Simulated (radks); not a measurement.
The numbers below are computed, except where a source is named.
Charge is removed step by step from the 6s1/2 level of neutral bismuth, starting from [Hg] 6p3. Code: a radial shooting solver on a logarithmic mesh with Libxc functionals. Model: Dirac Kohn-Sham, BLYP, spin-unpolarised, spherical densities, point nucleus; open shells are shared between the two j in proportion to 2j + 1.

removed (e)  E - E(0) (eV)  eigenvalue (eV)  E minus straight line (eV)
0                    0.000          -14.292                       0.000
0.125                1.850          -15.310                      -0.469
0.25                 3.828          -16.352                      -0.809
0.375                5.939          -17.415                      -1.017
0.5                  8.183          -18.499                      -1.091
0.625               10.564          -19.601                      -1.029
0.75                13.084          -20.720                      -0.827
0.875               15.745          -21.856                      -0.485
1                   18.549          -23.006                       0.000

Removing the whole electron costs 18.549 eV by Delta-SCF, against 14.292 eV from minus the eigenvalue at the starting occupation. Slater's transition state (half an electron removed) gives 18.499 eV. Integrating minus the eigenvalue over the occupation (Janak's theorem) gives 18.549 eV. The mean slope of the eigenvalue, de/dn, is 8.71 eV per electron.
